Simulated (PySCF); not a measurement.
Si(Br)2(OH)2 (Br₂H₂O₂Si), SMILES [Si](O)(Br)(O)Br. Atoms are numbered in the order given.

```xyz
7

O     -0.0773     1.3786     1.5867
Si     0.0000     0.0000     0.6888
O      0.0773    -1.3786     1.5867
Br    -1.8345     0.0060    -0.5579
Br     1.8345    -0.0060    -0.5579
H      0.7423     1.6648     2.0109
H     -0.7423    -1.6648     2.0109
```

Coordinates come from a B3LYP-D3(BJ)/def2-SVP optimisation. One conformer was computed; it need not be the lowest.

All values below come from PBE0/def2-TZVP in PySCF.

Symmetry labels are those of the subgroup C2 that the program uses (full group C2).

Computed valence orbital energies around the gap with their symmetry:
```json
[
 {"orbital": "HOMO−7", "symmetry": "A", "energy (eV)": "-11.77"},
 {"orbital": "HOMO−6", "symmetry": "A", "energy (eV)": "-10.37"},
 {"orbital": "HOMO−5", "symmetry": "B", "energy (eV)": "-10.23"},
 {"orbital": "HOMO−4", "symmetry": "B", "energy (eV)": "-10.07"},
 {"orbital": "HOMO−3", "symmetry": "A", "energy (eV)": "-9.30"},
 {"orbital": "HOMO−2", "symmetry": "B", "energy (eV)": "-8.85"},
 {"orbital": "HOMO−1", "symmetry": "A", "energy (eV)": "-8.75"},
 {"orbital": "HOMO", "symmetry": "B", "energy (eV)": "-8.57"},
 {"orbital": "LUMO", "symmetry": "A", "energy (eV)": "-0.40"},
 {"orbital": "LUMO+1", "symmetry": "A", "energy (eV)": "0.53"},
 {"orbital": "LUMO+2", "symmetry": "B", "energy (eV)": "0.90"},
 {"orbital": "LUMO+3", "symmetry": "B", "energy (eV)": "1.45"}
]
```
